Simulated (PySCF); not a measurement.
# Tl⁺: ionisation energy

Tl⁺ [Xe] 4f14 5d10 6s2 (1S) → Tl²⁺ [Xe] 4f14 5d10 6s1 (2S), as a difference of total energies. Computed with PySCF 2.14 in def2-TZVP with the def2 core potential (60 electrons), with a scalar-relativistic core potential. Correlated levels: valence: 5s2 5p6 5d10 frozen. The calculations carry no spin-orbit coupling.

| method | ionisation energy (eV) |
| --- | --- |
| UHF | 18.361 |
| M06-L | 19.961 |
| B3LYP | 20.464 |
| MP2 (valence) | 18.909 |
| SCS-MP2 (valence) | 19.019 |
| CCSD (valence) | 19.109 |

Errors of the correlated levels include the incompleteness of this basis and the frozen core.

With two correlated electrons CCSD is exact in that space.

Which method comes closest to the reference value, and which is furthest?

The reference is 20.428 eV (measured; NIST Atomic Spectra Database, ionization energies). Closest: B3LYP (error 0.036 eV); furthest: UHF (error -2.067 eV).
